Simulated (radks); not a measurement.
Task: All-electron atom: Ta4+ in [Xe] 4f14 6d1 (not the ground configuration). All-electron calculation, Dirac Kohn-Sham, SOGGA, spin-unpolarised, spherical densities, finite nucleus; open shells fill j = l - 1/2 first; Fermi nuclear charge, rms radius 5.3507 fm. Program: a radial shooting solver on a logarithmic mesh with Libxc functionals. Some entries of the table are withheld. Estimate them.

orbital  occ.  eigenvalue (eV)  <1/r> (bohr^-1)
1s1/2       2        -67278.60            85.37
2s1/2       2        -11593.69            20.74
2p1/2       2        -11085.60              (1)
2p3/2       4        -9816.181              (2)
3s1/2       2        -2693.550            7.609
3p1/2       2        -2467.080            7.527
3p3/2       4        -2193.808            6.697
3d3/2       4        -1810.217              (3)
3d5/2       6        -1750.666              (4)
4s1/2       2        -588.1698            3.194
4p1/2       2        -494.7284            3.085
4p3/2       4        -431.7556            2.795
4d3/2       4              (5)            2.578
4d5/2       6              (6)            2.508
5s1/2       2        -121.5131            1.239
5p1/2       2         -93.7730            1.120
5p3/2       4         -84.3612            1.026
4f5/2       6         -75.0743              (7)
4f7/2       8         -73.0778              (8)
6d3/2       1         -21.3765           0.3386
6d5/2       0         -21.1367           0.3353

Result: 
(1) 2p1/2 <1/r> (bohr^-1): 20.71
(2) 2p3/2 <1/r> (bohr^-1): 17.50
(3) 3d3/2 <1/r> (bohr^-1): 6.591
(4) 3d5/2 <1/r> (bohr^-1): 6.393
(5) 4d3/2 eigenvalue (eV): -277.9438
(6) 4d5/2 eigenvalue (eV): -266.3756
(7) 4f5/2 <1/r> (bohr^-1): 2.027
(8) 4f7/2 <1/r> (bohr^-1): 1.998
